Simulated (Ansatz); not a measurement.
Ansatz (a first-principles code) input (CCSD(T)/def2-TZVPP):

Ansatz 0.2 input:
```yaml
crystal:
  periodic: [false, false, false]
  atoms:
    - {symbol: Si, position_ang: [-0.53848268, 0.07142093, 0.06098852]}
    - {symbol: F, position_ang: [1.05646224, 0.02262613, -0.15902280]}
    - {symbol: H, position_ang: [-1.15643441, -0.88757867, -0.89288587]}
    - {symbol: H, position_ang: [-0.81296828, -0.31594951, 1.47025172]}
basis:
  gaussian:
    orbitals: def2-TZVPP
magnetization: {spin_polarized: true, initial_magnetization: 1}
correlation: {method: ccsd_t, electrons: outside_noble_gas}
```

End of the output:

```
integrals: 0.18 GiB planned
600 factors; integrals over basis functions are off by at most 1.2e-3 eV
0.55 GiB of device memory are held for the factors and their scratch space
mean field: 0.21 GiB planned
mean field evaluation 1: about -10600.0543 eV, gradient 1.9e1 eV
mean field evaluation 2: about -10600.0571 eV, gradient 1.9e1 eV
mean field evaluation 4: about -10601.6617 eV, gradient 2.0e0 eV
mean field evaluation 8: about -10601.7252 eV, gradient 1.4e-3 eV
mean field evaluation 16: about -10601.6582 eV, gradient 2.0e0 eV
mean field -10601.72520560 eV, -389.6062151983 hartree, gradient 1.1e-6 eV, S^2 0.753644; 0 other end points of the search recorded, 0 dependent functions left out
6 core orbitals not correlated
reference -10601.72520560 eV, -389.6062151983 hartree; 7, 6 occupied and 88, 89 virtual orbitals, 600 factors
second order -9.69178693 eV of doubles, -0.00000000 eV of singles
coupled cluster: 2.41 GiB planned
cycle   1  -9.86218302 eV  change   -1.7e-1 eV  update   7.3e-2
cycle   2  -10.11187515 eV  change   -2.5e-1 eV  update   2.4e-2
cycle   3  -10.18449215 eV  change   -7.3e-2 eV  update   1.3e-2
cycle   4  -10.17802253 eV  change    6.5e-3 eV  update   3.8e-3
cycle   5  -10.17765712 eV  change    3.7e-4 eV  update   1.8e-3
cycle   6  -10.17849279 eV  change   -8.4e-4 eV  update   6.0e-4
cycle   7  -10.17836756 eV  change    1.3e-4 eV  update   2.6e-4
cycle   8  -10.17837722 eV  change   -9.7e-6 eV  update   7.5e-5
cycle   9  -10.17840993 eV  change   -3.3e-5 eV  update   2.9e-5
cycle  10  -10.17839812 eV  change    1.2e-5 eV  update   1.2e-5
perturbative correction -0.28038282 eV, -0.0103038785 hartree
Total energy: -10612.18398653 eV, -389.9905683084 hartree
```

It need not be the lowest isomer of its formula.
